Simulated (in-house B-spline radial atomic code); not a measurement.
The krypton ion Kr⁺ is squeezed into an impenetrable sphere of radius R (the orbitals vanish at R). No spin polarisation. Method: non-relativistic Hartree-Fock, average of configuration, point nucleus. Calculated with a radial B-spline atomic code at the basis-set limit.

Energies in eV above the free ion in [Ar] 3d10 4s2 4p5:

```
R (bohr)  highest level (eV)  [Ar] 3d10 4s2 4p5  [Ar] 3d10 4s2 4p4 4f1  [Ar] 3d10 4s1 4p6  -dE/dV in [Ar] 3d10 4s2 4p5 (GPa)
    9.66               -24.9                  0                  22.07              16.85                           1.95e-05
    5.55               -24.8             0.1139                  29.36              16.98                              0.694
    5.44               -24.8             0.1447                  29.85              17.02                              0.914
    4.05               -23.3              2.789                  41.43              20.02                               30.6
    3.41               -20.4              10.62                  56.35              28.61                                164
     2.9               -14.4              30.97                  84.64               50.4                                670
    2.45               -2.37               81.3                    144              103.2                               2550
     2.1                17.4                178                  248.4              203.3                               8010
    1.94                32.7              259.2                  332.4              286.6                              14200
    1.56                 105              681.7                  751.5              715.8                              65800
```

(1) Does [Ar] 3d10 4s2 4p4 4f1 fall below [Ar] 3d10 4s2 4p5 under compression?

(2) Does [Ar] 3d10 4s1 4p6 fall below [Ar] 3d10 4s2 4p5 under compression?

The highest level is first positive in the row R = 2.1 bohr, pushed up by confinement above the zero of the free ion's potential. Each configuration is held fixed and needn't be the lowest in the sphere.

Answers

(1) No, it stays above over the whole range.

(2) No, it stays above over the whole range.
